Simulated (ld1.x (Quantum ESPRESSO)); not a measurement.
## Configuration tests for B (TM)

```
Element                 : B
Generator               : ld1.x (Quantum ESPRESSO) 7.5
Type                    : norm-conserving Troullier–Martins (Kleinman–Bylander form)
Functional              : PBEsol
Relativity              : scalar-relativistic
Frozen core             : [He]
Valence charge          : 3
Reference configuration : 2s2 2p0 (charge +1)
Partial waves           : 2s (bound): rc 1.55 bohr; 3d channel at 0.2 Ry: rc 2.45 bohr; 2p (bound, empty): rc 3.10 bohr
Local potential         : the p channel
Core correction         : a·sin(br)/r model core inside 0.75 bohr
```

Energies are relative to the spin-unpolarised reference configuration 2s2 2p0; without spin polarisation the order of configurations can differ from experiment. The frozen-core shift is the all-electron ΔE with the core orbitals held at their reference shape minus the fully relaxed ΔE.

| valence configuration | charge | ΔE all-electron (eV) | error AE − PS (meV) | frozen-core shift (meV) |
| --- | --- | --- | --- | --- |
| 2s2 2p1 | 0 | -8.139 | +61 | +0.5 |
| 2s1 2p0 | +2 | 25.262 | +14 | +4.3 |
| 2s2 2p0.5 | +0.5 | -5.284 | +28 | +0.2 |
| 2s0 2p3 | 0 | 3.517 | +141 | +1.4 |
| 2s2 2p1.3 | -0.3 | -8.864 | +64 | +0.5 |
| 2s1 2p1 | +1 | 6.125 | -13 | +0.4 |

(1) What are ΔE and the potential's error for 2s1 2p2?

Levels in the configuration 2s1 2p2:

```csv
level,all-electron (eV),pseudo (eV)
2s,-9.847,-9.844
2p,-4.017,-4.055
```

Results:

(1) ΔE = -2.320 eV all-electron; the error (AE − PS) is +114 meV.
